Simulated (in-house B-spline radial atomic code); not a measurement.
How numerical settings move a run on Cd, [Kr] 4d10 5s2. Computed with a B-spline radial code for spherical atoms: non-relativistic OLYP, spin-polarised, spherical fractional occupations, point nucleus.

Command:
```bash
python run_scf.py task.json out
```
Settings of the sound reference run:
```
Z                48
electrons        48
configuration    [Kr] 4d10 5s2
hamiltonian      nr
method           optx,lyp
spin_polarised   True
knot_spacing     0.22
spline_order     8
gauss_points     12
box_radius       50
max_iterations   70
damping          0.5
damped_steps     3
diis_vectors     10
tolerance        1e-08
start            Thomas-Fermi
```

Time taken, with all properties: 0.18 s on 1 thread of Intel(R) Xeon(R) 6975P-C (shared host).

It converges in 10 iterations to -5469.339950 hartree, with 5s up at -4.92193 eV. The other runs change the listed settings, some to values that make no sense; their results aren't properties of the atom or ion. Radii are in bohr (the nuclear one in fm), a minus after a letter asks for a j subshell, and «unchanged» means within 1e-8 hartree. The run stops when the residual is below 10 × tolerance × max(1, Z/10), or a noise floor if that is larger, and the energy moves by less than 1e-8 × √|E| hartree; so very loose and very tight tolerances often act alike.

```tsv
changed settings	outcome
damped_steps = 30	converged in 18 iterations, energy unchanged, 5s up level -7.9e-06 eV
box_radius = 7.5	converged in 10 iterations, energy +7.10e-03 hartree from the reference, 5s up level +3.1e-01 eV (the program warns: 5s up reaches the box edge; 4d up reaches the box edge)
damped_steps = 8	converged in 13 iterations, energy unchanged, 5s up level -1.9e-06 eV
box_radius = 10	converged in 10 iterations, energy +4.61e-04 hartree from the reference, 5s up level +3.5e-02 eV (the program warns: 5s up reaches the box edge; 5s down reaches the box edge)
gauss_points = 8, max_iterations = 60, damped_steps = 1	converged in 11 iterations, energy unchanged, 5s up level +4.9e-06 eV
box_radius = 15	converged in 10 iterations, energy +1.35e-06 hartree from the reference, 5s up level +2.1e-04 eV (the program warns: 5s up reaches the box edge; 5s down reaches the box edge)
knot_spacing = 0.3, spline_order = 10, first_knot = 0.0625, max_iterations = 60, diis_vectors = 0	converged in 18 iterations, energy +1.25e-04 hartree from the reference, 5s up level -4.7e-05 eV
tolerance = 1e-13	converged in 11 iterations, energy unchanged, 5s up level -7.9e-06 eV
box_radius = 2, max_iterations = 8, start = bare nucleus	not converged after 8 iterations, last residual 2.6e-05, last energy +1.23e+01 hartree from the reference
damped_steps = 0	converged in 10 iterations, energy unchanged, 5s up level -6.9e-06 eV
box_radius = 200	converged in 10 iterations, energy unchanged
box_radius = 2	converged in 9 iterations, energy +1.23e+01 hartree from the reference, 5s up level +1.1e+02 eV (the program warns: 5s up has a positive eigenvalue: unbound, held by the box; 4d up has a positive eigenvalue: unbound, held by the box)
```

(1) What happens with electrons = 56, configuration = [Kr] 4d10 5s2 7s2 7p6, max_iterations = 60?

(2) What happens with tolerance = 1e-06?

(3) What happens with spline_order = 10, box_radius = 7.5, max_iterations = 50, damped_steps = 1?

(4) What happens with electrons = 49, configuration = [Kr] 4d10 5s2 6s-1, max_iterations = 100?

Results:

(1) Converged in 41 iterations to -5468.4351 hartree, a different physical problem (warning: 5s up has a positive eigenvalue: unbound, held by the box).

(2) Converged in 9 iterations, energy unchanged, 5s up level -1.2e-04 eV.

(3) Converged in 11 iterations, energy +7.11e-03 hartree from the reference, 5s up level +3.1e-01 eV (the program warns: 5s up reaches the box edge; 4d up reaches the box edge).

(4) Stopped with error: j subshells need the Dirac Hamiltonian and l > 0.
